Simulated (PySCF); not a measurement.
Vertical excitations of a molecule C₅H₇F from TDA-PBE0/def2-SVPD (PySCF), as energy in eV (oscillator strength): 6.04 (0.756), 6.37 (0.003), 6.79 (0.019), 6.98 (0.104), 7.05 (0.018), 7.27 (0.000), 7.78 (0.001), 7.85 (0.000), 7.97 (0.000), 8.26 (0.036). Lowest triplet (TDA): 3.07 eV. The structure is a stationary point at B3LYP-D3(BJ)/def2-SVP. One conformer was computed; it need not be the lowest.

### Question
Which molecule gave these data?
A. C=C/C(C)=C\F
B. C=C/C=C(/C)F
C. C=C(F)/C=C/C
D. FC=C1CCC1

### Answer
A, C=C/C(C)=C\F
